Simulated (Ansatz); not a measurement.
Reaction (isomerisation): `[CH3][Al-]([CH3])([CH3])[P+](C)(C)C` → `CC[P+]([AlH3-])(CC)CC`

Program: Ansatz. Geometries: PBE0-D4/def2-TZVP. ΔE: electronic, gas phase. CBS: MP2 limit from def2 TZ/QZ plus the TZ coupled-cluster correction, frozen cores. Functionals use def2-TZVPP. Each species was taken in one conformer, which may not be the lowest.

```csv
level,ΔE (kJ/mol)
r2SCAN-D4,127.4
B97M-V,94.5
r2SCANh-D4,125.5
r2SCAN0-D4,122.3
BLYP,132.9
r2SCAN,128.1
r2SCAN0,123.2
SCS-MP2/def2-TZVPP,114.0
```

Question: What does CCSD(T)/CBS give? (Estimate.)

Answer: Ansatz gave: +118.8 kJ/mol. The listed levels differ from it by 8.6, -24.3, 6.7, 3.5, 14.1, 9.3, 4.4, -4.8 kJ/mol.

Largest T1 diagnostic among the species: 0.010.

At CCSD(T), def2-SVP lies −39.2 kJ/mol from the extrapolated value and def2-TZVPP −3.1 kJ/mol. From PBE to PBE0 (25 % exact exchange), in def2-TZVPP and without D4, ΔE moves by −4.4 kJ/mol. In def2-TZVPP, CCSD(T) changes the Hartree–Fock value by +10.9 kJ/mol (the triples alone add +0.6 kJ/mol) and MP2 by +17.4 kJ/mol.

CCSD(T)/CBS has its own doubt, a few kJ/mol and more with outer-core shells, so smaller differences from it don't rank the levels.
